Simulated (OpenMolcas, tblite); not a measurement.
# How methods differ on C2H3ClNSi (SMILES C[Si](Cl)C#N)

C2H3ClNSi: 8 atoms, total charge 0, spin state doublet. As SMILES, `C[Si](Cl)C#N`. Geometry: relaxed at PBE0-D4/def2-TZVP.

```xyz
8

C    -0.7109   -0.5448    0.7826
Si    0.5988    0.6482    0.2254
Cl    2.4832   -0.0928    0.5128
C     0.4057    0.9893   -1.5744
N     0.2417    1.2984   -2.6743
H    -0.6006   -1.4915    0.2468
H    -0.6260   -0.7318    1.8540
H    -1.6997   -0.1320    0.5714
```

Each level gives the vertical ionisation energy (to the singlet cation) (eV). The values are calculated.

| level | kind | program | value (eV) | less CCSD(T)/def2-SVP |
| --- | --- | --- | --- | --- |
| GFN2-xTB | semi-empirical | tblite | 12.00 | +3.41 |
| UHF/def2-SVP | Hartree–Fock | OpenMolcas | 8.83 | +0.24 |
| USVWN5/def2-SVP | LDA | OpenMolcas | 8.64 | +0.05 |
| UBLYP/def2-SVP | GGA | OpenMolcas | 8.39 | -0.20 |
| U-r2SCAN/def2-SVP | meta-GGA | OpenMolcas | 8.93 | +0.34 |
| UPBE0/def2-SVP | global hybrid | OpenMolcas | 8.92 | +0.33 |
| ROCCSD(T)/def2-SVP | coupled cluster or CI | OpenMolcas | 8.59 | 0.00 |

ROCCSD(T)/def2-SVP is the highest level here, not the true value. The values span 8.39 to 12.00 eV. The xTB values lack the empirical shift that such differences need.
